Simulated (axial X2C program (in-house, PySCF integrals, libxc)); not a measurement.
## Density and ELF of TiBr

Computed with an axial X2C code built on PySCF integrals. Two-component (2c) means X2C with spin–orbit coupling and atomic mean-field two-electron Coulomb and Gaunt terms. Basis: Br dyall-cv3z [8s9p6d4f1g], Ti dyall-cv3z [10s10p6d4f2g] (cores contracted in-house); Gaussian nuclei, density fitting, unrestricted open shells. Masses: Br 78.918 u, Ti 47.948 u.

PBE0, two-component, state Ω = 3/2 (⟨Sz⟩ = -1.50, ⟨Lz⟩ = 3.00 at PBE0); Br at z = 0, Ti at z = 2.403 Å.

The maps cover the half plane through the axis: z from -2.4 to 4.8 Å along the bond, ρ from 0.15 to 2.25 Å away from it (steps of 0.3 Å, the bottom row nearest the axis).

log10 of the density in e/bohr³:

digits 0 to 9 span -4.70 to 1.44 evenly
```
0011122222222222232222211
0112223333333333333332221
0122334444433333333333221
1123344455444444444433222
1233445555554445554443322
1234456666655556665443322
2234556777665567776543322
2234566898665577987543322
```

Electron localisation function (collinear form, no current term, damped to 0 at low density):

digits 0 to 9 span 0.00 to 1.00 evenly
```
0000001111100013566664200
0000123333211123567776420
0001245565431112356777531
0012467777652111234566541
0014678888764111223334431
0025788646774125653111121
0135785131475158786100000
0136772727175172827200000
```

Axial spin density in 10⁻³ e/bohr³:

digits 0 to 9 span -6.39 to 6.39 evenly, values beyond are clipped
```
5555444444444444433444444
5554444444444433223334444
5554444445444321101233444
5555444455544210000013344
5555554455543100000002344
5555555555543000000002344
5555556545542000000023344
5555566554542000000144444
```

The state is a single determinant with fixed occupations, the lowest that a limited PBE0 search found. Density functionals use the spin component along the axis (collinear). Other states lie close and PBE0, whose exact exchange favours high spin, may order them wrongly; the determinant shown need not be the ground state. The nearest other 2c determinant of the search, Ω = 9/2, lies 0.06 eV up at the distance of the search. Without a current term, density functionals place determinants with orbital angular momentum somewhat too high. With several unpaired electrons one determinant need not be a pure state.
